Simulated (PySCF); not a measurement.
Working out the ionisation energy of F⁺

F⁺ [He] 2s2 2p4 (3P) → F²⁺ [He] 2s2 2p3 (4S). All numbers are calculated (PySCF 2.14, the non-relativistic Hamiltonian (point nucleus), in aug-cc-pVQZ with one added diffuse shell each of s, p, d, f, g type (7s6p5d4f3g, 105 functions)). Frozen: 1s2. Energies in hartree (1 hartree = 27.21139 eV):

```
             part  F⁺ (lower)  F²⁺ (upper)
              UHF  -98.838877   -97.611630
MP2 opposite-spin   -0.122322    -0.078164
    MP2 same-spin   -0.037658    -0.031828
```

What does Hartree-Fock give?

(-97.611630) − (-98.838877) = 1.227247 hartree = 33.395 eV.

What do MP2 and SCS-MP2 (6/5 opposite-spin, 1/3 same-spin) give?

The opposite-spin parts differ by 1.202 eV and the same-spin parts by 0.159 eV. MP2: 33.395 + (1.202) + (0.159) = 34.756 eV. SCS-MP2: 33.395 + 1.2 × (1.202) + (0.159)/3 = 34.890 eV.

Measured between the centres of the two terms (NIST): 34.950 eV, so MP2 (valence) is off by -0.194 eV.

What remains against the reference includes basis incompleteness, the frozen core and correlation beyond second order.
